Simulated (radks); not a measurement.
Results of a calculation; reference values are marked as such.
Q: Radial electron density D(r) = 4 pi r^2 rho(r) of an atom or ion with 5 electrons. Code: a radial shooting solver on a logarithmic mesh with Libxc functionals. Model: Dirac Kohn-Sham, PBE, spin-unpolarised, spherical densities, finite nucleus; Fermi nuclear charge, rms radius of each element as measured or else 0.836 A^(1/3) + 0.57 fm.

r (bohr)  D(r) (e/bohr)
0.006275         0.1446
0.007665         0.2108
0.009362         0.3058
0.01143          0.4410
0.01397          0.6312
0.01706          0.8955
0.02083           1.257
0.02525           1.718
0.03083           2.342
0.03766           3.131
0.046             4.085
0.05618           5.178
0.06862           6.335
0.08382           7.423
0.1024            8.254
0.125             8.615
0.1527            8.331
0.1865            7.358
0.2278            5.866
0.2761            4.299
0.3372            2.990
0.4118            2.364
0.503             2.458
0.6144            2.937
0.7504            3.266
0.9166            3.048
1.119             2.286
1.367             1.335
1.67             0.5877
2.04             0.1865
2.491           0.03991
3.043          0.005310

What is the nuclear charge?

A: Z = 8. The innermost maximum, from 1s, lies near gamma/Z bohr with gamma = sqrt(1 - (Z/c)^2) = 0.998, here 0.125 bohr (found: 0.127), and its height grows with Z. The density is that of the oxygen ion O3+ in [He] 2s2 2p1; the configuration itself is not fixed sharply by these data. D(r) has 2 maxima, at r = 0.127, 0.775 bohr, and minima at 0.439 bohr, inside which lie 2.13 electrons.
